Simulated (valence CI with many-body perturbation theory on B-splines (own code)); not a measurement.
Results of a calculation; reference values are marked as such.
# Ar III: magnetic and hyperfine properties of the levels

Level of theory: relativistic CI+MBPT: six valence electrons over a frozen Dirac-Fock core [Ne], radial functions for each j: 9 s, 9 p, 8 d, 6 f, 3 g, 1 h, with the one-electron correlation potential Σ1 (screened to all orders), the two-electron term Σ2, the three-electron term Σ3, Breit, model QED; selected single and double excitations, second order for the rest, scaled by the run's own slope (own B-spline code, finite nucleus).

Set against measurement, 28 paired levels are off by 170 cm⁻¹ on average, the worst by 441. These come from a selection out of Saloman, J. Phys. Chem. Ref. Data 39, 033101 (2010). Levels without a partner in it may be off by more. Among the levels kept, up to 2000 cm⁻¹ of a level comes from second order outside the variational space, and about a tenth of that is noise between levels of different J, which matters for small intervals.

A/g_I is the dipole constant over the nuclear g factor μ/I (μ in nuclear magnetons, uniformly magnetised nucleus), B/Q the quadrupole constant per barn. Both hold the static response of the core; the bare values leave it out. Large factors of s and p1/2 electrons are usually good to 5 to 10 %; those of open d and f shells near neutrality can be off by tens of per cent, and small factors of p3/2, d and f electrons come from cancelling terms and can be off by a factor of two or in sign, in half-filled shells by more. B is blank for J = 1/2, where it vanishes, and for nearly pure S terms. Energies count from the lowest level. Levels with J = 0 are left out.

Names give the largest LS component (configuration and term), which can be under half, so a name can repeat, a term be missing and a line seem to break the LS rules; names also repeat where a configuration has a term twice. Letters in brackets count levels of one name in rising energy.

| Level | E (cm⁻¹) | g | A/g_I (MHz) | A/g_I bare | B/Q (MHz/b) | B/Q bare |
| --- | --- | --- | --- | --- | --- | --- |
| 3s²3p⁴ ³P_2 | 0.0 | 1.499 | 689 | 646 | 1060 | 958 |
| 3s²3p⁴ ³P_1 | 1116 | 1.501 | 24.8 | 44.1 | -526 | -477 |
| 3s²3p⁴ ¹D_2 | 14131 | 1.001 | 1120 | 1030 | -2150 | -1950 |
| 3s3p⁵ ³P°_2 | 113608 | 1.501 | 2900 | 2660 | -934 | -847 |
| 3s3p⁵ ³P°_1 | 114601 | 1.501 | 3360 | 3080 | 472 | 428 |
| 3s²3p³3d ¹P°_1 | 143971 | 1.000 | 954 | 882 | -732 | -663 |
| 3s²3p³3d ⁵D°_1 | 144609 | 1.501 | 70.1 | 103 | -32.7 | -30.2 |
| 3s²3p³3d ⁵D°_4 | 144632 | 1.501 | 54.3 | 77.1 | 91.6 | 84.5 |
| 3s²3p³3d ⁵D°_2 | 144635 | 1.501 | 71.7 | 102 | -20.0 | -18.5 |
| 3s²3p³3d ⁵D°_3 | 144639 | 1.501 | 68.0 | 94.9 | 23.7 | 21.8 |
| 3s²3p³3d ³D°_3 | 156798 | 1.333 | 151 | 163 | 452 | 411 |
| 3s²3p³3d ³D°_2 | 156816 | 1.165 | 388 | 372 | 217 | 197 |
| 3s²3p³3d ³D°_1 | 156903 | 0.499 | 790 | 719 | 130 | 118 |
| 3s²3p³3d ³F°_2 | 162705 | 0.668 | 728 | 671 | -1230 | -1110 |
| 3s²3p³3d ³F°_3 [a] | 163021 | 1.084 | 546 | 517 | -1300 | -1180 |
| 3s²3p³3d ³F°_4 [a] | 163397 | 1.250 | 462 | 444 | -1650 | -1500 |
| 3s²3p³3d ³G°_3 | 172236 | 0.751 | 491 | 460 | 126 | 117 |
| 3s²3p³3d ³G°_4 | 172254 | 1.051 | 477 | 452 | 145 | 134 |
| 3s²3p³3d ³G°_5 | 172289 | 1.200 | 570 | 538 | 65.2 | 61.4 |
| 3s²3p³4s ⁵S°_2 | 173937 | 2.002 | 762 | 728 |  |  |
| 3s²3p³3d ¹G°_4 | 175865 | 1.001 | 588 | 551 | 66.6 | 63.0 |
| 3s²3p³3d ¹D°_2 | 179690 | 1.000 | 330 | 319 | 1050 | 959 |
| 3s²3p³4s ³S°_1 | 180252 | 2.001 | -317 | -248 |  |  |
| 3s²3p³3d ³F°_4 [b] | 186581 | 1.249 | 297 | 292 | 1670 | 1520 |
| 3s²3p³3d ³F°_3 [b] | 186857 | 1.084 | 470 | 449 | 1310 | 1190 |

(1) Take the isotope of mass number 39, with I = 7/2, μ = -1.59 μN and Q = -0.116 b. What is the hyperfine structure of 3s²3p³3d ¹P°_1?

Results:

(1) From the table A = -433 MHz, B = 84.9 MHz. Shifts from the centre of gravity in MHz: F = 5/2: 1990, F = 7/2: 372, F = 9/2: -1490.
